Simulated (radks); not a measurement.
Results of a calculation; reference values are marked as such.
Initial-state core-level shifts of the indium ion In+ when its valence configuration changes from [Kr] 4d10 5s2. Code: a radial shooting solver on a logarithmic mesh with Libxc functionals. Model: scalar-relativistic Kohn-Sham, PBE, spin-polarised, spherical densities, finite nucleus; open shells are filled with parallel spins first (spin-orbit coupling, left out, can overturn this in heavy ions); Fermi nuclear charge, rms radius 4.6156 fm. Shifts are changes of the shell-averaged eigenvalues in eV (positive: less bound); the change of the density at the nucleus, which sets a Mossbauer isomer shift, is in e/bohr^3, on a base of 1.796e+05.

| valence | 2s | 2p | 3d | 4p | density at nucleus |
|---|---|---|---|---|---|
| 4d8 5s2 5p2 | -16.042 | -15.998 | -15.672 | -13.299 | +33.18 |
| 4d6 5s2 5p4 | -33.258 | -33.161 | -32.258 | -26.393 | +70.03 |
| 4d9 5s2 5p1 | -7.940 | -7.919 | -7.785 | -6.738 | +16.07 |
| 4d5 5s2 5p5 | -42.345 | -42.219 | -40.928 | -32.885 | +89.86 |
| 4d10 5p2 | -2.953 | -2.949 | -2.993 | -3.037 | -66.42 |
| 4d8.5 5s2 5p1.5 | -11.966 | -11.934 | -11.712 | -10.036 | +24.49 |
| 4d10 5s1 5p1 | -1.452 | -1.450 | -1.473 | -1.500 | -32.25 |
| 4d9 5s1 5p2 | -9.136 | -9.111 | -9.004 | -7.957 | -21.23 |
| 4d10 5s1.5 5p0.5 | -0.773 | -0.772 | -0.783 | -0.795 | -15.71 |
